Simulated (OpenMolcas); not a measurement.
**N: effect of the level shift or regulariser**

- Program: OpenMolcas
- Basis: ANO-RCC [8s7p4d3f2g]
- Scalar Hamiltonian: DKH2, point nucleus
- Active space: 5 electrons in 9 orbitals (RAS2 2s 2p; RAS3 3d, at most 2 electrons)
- State averaging: 2S+1 = 4 odd, 1 root; 2S+1 = 2 odd, 8 roots; 2S+1 = 4 even, 3 roots; 2S+1 = 2 even, 5 roots (0 in the spin-orbit step)
- Spin-orbit coupling: RASSI with atomic mean-field integrals over the reference wave functions, term energies averaged over their components

Methods on the same reference wave functions:
A. RASSCF
B. SS-RASPT2, IPEA 0.25 Eh, imaginary shift 0.1 Eh (closed shells correlated: 1s)
C. SS-RASPT2, IPEA 0.25 Eh, imaginary shift 0.3 Eh (closed shells correlated: 1s)

Energies in eV above 2s2 2p3 4S* 3/2, the measured ground level; measured values from NIST Handbook of Basic Atomic Spectroscopic Data.

```tsv
Level	A	B	C	Measured
2s2 2p3 4S* 3/2	0.0000	0.0000	0.0000	0.0000
2s2 2p3 2D* 3/2	2.7956	2.397	2.399	2.3846
2s2 2p3 2D* 5/2	2.7957	2.397	2.399	2.3835
2s2 2p3 2P* 3/2	4.1486	3.616	3.622	3.5756
2s2 2p3 2P* 1/2	4.1489	3.616	3.622	3.5756
2s 2p4 4P 5/2	11.2883	10.921	10.941	10.9239
2s 2p4 4P 3/2	11.2957	10.928	10.949	10.9294
2s 2p4 4P 1/2	11.3001	10.933	10.953	10.9318
```

Deviations, from unrounded energies. A percentage is the sum of absolute deviations over the sum of measured energies, with the sign that they share, or ± where signs differ.

```
                        Against measurement  Levels      A     B     C
             mean absolute deviation (cm-1)       7   3500   130   210
other terms of the ground configuration (%)       4  +16.5  +0.9  +1.0
                   other configurations (%)       3   +3.4  ±0.0  +0.2
```

B lies closest to measurement on these levels and A furthest from it. The largest miss of B in the table is 2s2 2p3 2P* 1/2, by +330 cm-1. The ranking rests on the paired levels alone, and a cruder setting can come out closer through cancelling errors.

Between B and C the level of the table that moves most is 2s 2p4 4P 5/2, by 160 cm-1 (lowest in B, highest in C). Moves below CASPT2's spread within the term are not significant.

From A to B the spin-free energies of the other terms of 2s2 2p3 shown, above 4S*, scale by factors of 0.86 to 0.87.

The lowest spin-free term lies below A's lowest term by 0.096 hartree in B, 0.096 hartree in C.

Term energies are means over components that CASPT2 splits; among the terms shown or strongly mixed into the levels shown the widest spread is 11 cm-1 (2s2 2p3 2D*, B). Active for correlation alone: 3d; no level in the range computed is led by a configuration that fills it, so any true level of that kind is missing. Without dynamic correlation excited terms often stand tens of per cent too high (terms of higher spin than the ground term too low), and those without a measured partner can miss by more than the paired ones (holds for A). Measured partners are found by configuration, term and J. A level has none where our copy of the source lacks it or the pairing is in doubt (some pairs that miss far off the trend of their configuration count as doubtful), and it then counts in no deviation. Levels of configurations outside the active space are missing.

* marks odd parity.
